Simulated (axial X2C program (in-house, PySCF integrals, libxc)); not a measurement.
**Spectroscopic constants of NiH⁻**

Computed with an axial X2C code built on PySCF integrals. Spin-free means the one-electron spin-free X2C Hamiltonian; two-component (2c) means X2C with spin–orbit coupling and atomic mean-field two-electron Coulomb and Gaunt terms, so the difference of the two also holds small scalar two-electron terms. Basis: Ni dyall-acv3z [10s10p7d4f2g], H dyall-av3z [7s3p2d] (cores contracted in-house); Gaussian nuclei, density fitting, unrestricted open shells. Masses: Ni 57.935 u, H 1.008 u.

State, spin-free: M_S = 1, Λ = 2 (beyond evenly filled blocks: σα, δ+α, δ+β, δ-α); electrons by block: σα: 8, σβ: 7, π+α: 3, π+β: 3, π-α: 3, π-β: 3, δ+α: 1, δ+β: 1, δ-α: 1. Fragments: Ni- + H.

State, 2c: Ω = 3 (⟨Sz⟩ = 1.00, ⟨Lz⟩ = 2.00 at PBE0); electrons by block: 1/2: 11, -1/2: 10, 3/2: 4, -3/2: 4, 5/2: 1. Fragments: Ni- + H.

```csv
Hamiltonian,level,Re (Å),ωe (cm⁻¹),ωexe (cm⁻¹),αe (cm⁻¹),De (eV),D0 (eV),μ (D)
spin-free,PBE0,1.524,1663.2,45.1,0.302,2.16,2.06,3.48
spin-free,PW91,1.519,1682.7,48.3,0.315,2.13,2.03,3.19
2c,PBE0,1.523,1662.7,45.2,0.302,n/a,n/a,3.49
2c,PW91,1.518,1682.8,48.4,0.316,n/a,n/a,3.20
```

Dipoles are positive if H is the positive end and refer to the centre of mass.

Occupations by symmetry block were frozen at the best pattern of an incomplete PBE0 search. De is counted from the lowest determinant-based energies of the atoms at the same level, without counterpoise correction. De is not given where an atomic determinant may have missed its ground term or J level, or where the truncated virtual space spoils (T). Density functionals use the spin component along the axis (collinear). The highest occupied level is positive at some bond lengths even in Hartree–Fock (under at least one Hamiltonian), so the basis set holds the extra electron there; where that holds at Re the anion is at best weakly bound and its constants depend on the basis. Other states lie close and PBE0, whose exact exchange favours high spin, may order them wrongly; the determinant shown need not be the ground state. The nearest other spin-free determinant of the search, M_S = 1, Λ = 1, lies 0.04 eV up at the distance of the search. Without a current term, density functionals place determinants with orbital angular momentum somewhat too high. With several unpaired electrons one determinant need not be a pure state. A state of lower Ω lies just above, and one determinant can place such states too high, so the state shown need not be the lowest. The search has Ω = 2 only 0.07 eV up. At some level and bond length an empty orbital lies below a filled one.

No reliable constants came from CCSD (2c), CCSD (spin-free), CCSD(T) (2c), CCSD(T) (spin-free), HF (2c), HF (spin-free), MP2 (2c), MP2 (spin-free): no minimum in range, unconverged points, a curve that is not smooth, a change of character along it, or the two Hamiltonians disagreeing along it.

Rough cost a point (2c) on 1 thread(s) of a shared host, integrals apart: PBE0 1.1 s, PW91 0.8 s.

The whole task took 4.3 min on 1 thread of Arm Neoverse V1, with other jobs on the host.
